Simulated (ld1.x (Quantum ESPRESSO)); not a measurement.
vanadium (V) TM: all-electron and pseudo phase curves

V, norm-conserving Troullier–Martins (Kleinman–Bylander form), made with ld1.x (Quantum ESPRESSO) 7.5 (LDA (PZ), scalar-relativistic). Core [Ne], reference 3s2 3p6 3d3 4s1 4p0 (charge +1). Waves: 3s (bound): rc 1.10 bohr; 3d (bound): rc 2.05 bohr; 4f channel at 0.15 Ry: rc 2.00 bohr; 3p (bound): rc 1.55 bohr. Local part: the p channel. Core correction: Bessel-smoothed model core, default radius (core density twice the valence density).

Occupied shells without a wave of their own: 4s. They enter only through the test configuration that unscreens the potential, and ld1.x also counts them in the model core charge.

The phase is arctan(r·u′/u) with u = r·R(r), unwrapped; energies in Ry, scanned from -8 to 5 Ry. A pole is an energy at which the radial function vanishes at the test radius. The pseudo phase is shifted by a multiple of π to meet the all-electron one at the reference energy, and phase errors are pseudo minus all-electron; the curves can meet again beyond the range given. Levels narrower than the energy grid can be missing from the lists of poles.

| channel | radius (bohr) | reference energy (Ry) | poles, all-electron | poles, pseudo | unbroken range about the reference energy with phases within 0.05 rad | phase error 1 Ry above the reference energy (rad) |
| --- | --- | --- | --- | --- | --- | --- |
| s | 2.24 | -5.70 | -5.62, 3.41 | -5.62, 3.14 | below -0.7 | -0.000 |
| p | 2.24 | -3.80 | -3.66, 4.47 | -3.66, 4.32 | below 0.6 | -0.000 |
| d | 2.24 | -0.95 | -0.53 | -0.52 | below 1.1 | +0.009 |
| f | 2.24 | 0.15 | none | none | the whole range | +0.000 |

ld1.x takes every shell without a wave as core, so the model core holds the 4s electrons as well and exchange and correlation see them twice. This cancels in the reference configuration, but the file is broken for other ones, and its errors say nothing about a proper core correction.

Phases in the f channel:

| E (Ry) | all-electron | pseudo |
| --- | --- | --- |
| -8.00 | 1.422 | 1.422 |
| -7.76 | 1.419 | 1.419 |
| -7.52 | 1.417 | 1.417 |
| -7.28 | 1.415 | 1.415 |
| -7.04 | 1.413 | 1.413 |
| -6.80 | 1.411 | 1.411 |
| -6.56 | 1.408 | 1.408 |
| -6.32 | 1.405 | 1.405 |
| -6.08 | 1.403 | 1.403 |
| -5.84 | 1.400 | 1.400 |
| -5.60 | 1.397 | 1.397 |
| -5.36 | 1.394 | 1.394 |
| -5.12 | 1.390 | 1.390 |
| -4.88 | 1.387 | 1.387 |
| -4.64 | 1.383 | 1.383 |
| -4.40 | 1.379 | 1.379 |
| -4.16 | 1.375 | 1.375 |
| -3.92 | 1.370 | 1.370 |
| -3.68 | 1.365 | 1.365 |
| -3.44 | 1.360 | 1.360 |
| -3.20 | 1.354 | 1.354 |
| -2.96 | 1.348 | 1.348 |
| -2.72 | 1.341 | 1.341 |
| -2.48 | 1.334 | 1.334 |
| -2.24 | 1.326 | 1.326 |
| -2.00 | 1.317 | 1.317 |
| -1.76 | 1.308 | 1.308 |
| -1.52 | 1.297 | 1.297 |
| -1.28 | 1.285 | 1.285 |
| -1.04 | 1.271 | 1.271 |
| -0.80 | 1.256 | 1.256 |
| -0.56 | 1.238 | 1.238 |
| -0.32 | 1.216 | 1.216 |
| -0.08 | 1.192 | 1.192 |
| 0.16 | 1.161 | 1.161 |
| 0.40 | 1.125 | 1.125 |
| 0.64 | 1.078 | 1.078 |
| 0.88 | 1.018 | 1.018 |
| 1.12 | 0.938 | 0.938 |
| 1.36 | 0.827 | 0.827 |
| 1.60 | 0.666 | 0.667 |
| 1.84 | 0.431 | 0.433 |
| 2.08 | 0.100 | 0.103 |
| 2.32 | -0.290 | -0.285 |
| 2.56 | -0.642 | -0.637 |
| 2.80 | -0.900 | -0.895 |
| 3.04 | -1.076 | -1.072 |
| 3.28 | -1.198 | -1.194 |
| 3.52 | -1.286 | -1.282 |
| 3.76 | -1.352 | -1.349 |
| 4.00 | -1.404 | -1.400 |
| 4.24 | -1.446 | -1.441 |
| 4.48 | -1.480 | -1.476 |
| 4.72 | -1.510 | -1.505 |
| 4.96 | -1.536 | -1.531 |
